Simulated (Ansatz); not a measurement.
`B1N[SiH2]1` and `O[SiH]1BN1` differ in one atom or group.

Ansatz, PBE0-D4/def2-TZVP geometries, multiplicity 1. Each molecule was computed in one conformer, which needn't be the lowest.

```
                                      property  `B1N[SiH2]1`
            HOMO energy (PBE0/def2-TZVPP) / eV         -7.06
         HOMO energy (ωB97M-V/def2-TZVPP) / eV         -9.15
         HOMO–LUMO gap (B3LYP/def2-TZVPP) / eV          6.35
       HOMO–LUMO gap (ωB97M-V/def2-TZVPP) / eV         10.71
           HOMO–LUMO gap (PBE/def2-TZVPP) / eV          4.66
zero-point energy (PBE0-D4/def2-TZVP) / kJ/mol         117.5
```

Question: What does the change do to each property? (Best estimate.)

Answer: Computed: 
```
                                      property  `O[SiH]1BN1`  shift
            HOMO energy (PBE0/def2-TZVPP) / eV         -6.94   0.12
         HOMO energy (ωB97M-V/def2-TZVPP) / eV         -9.06   0.09
         HOMO–LUMO gap (B3LYP/def2-TZVPP) / eV          6.20  -0.15
       HOMO–LUMO gap (ωB97M-V/def2-TZVPP) / eV         10.62  -0.09
           HOMO–LUMO gap (PBE/def2-TZVPP) / eV          4.47  -0.19
zero-point energy (PBE0-D4/def2-TZVP) / kJ/mol         134.9   17.4
```

The zero-point energy changes by 17.4 kJ/mol with +3 modes.

B3LYP here is the variant with VWN-RPA as its local correlation; programs differ in this.
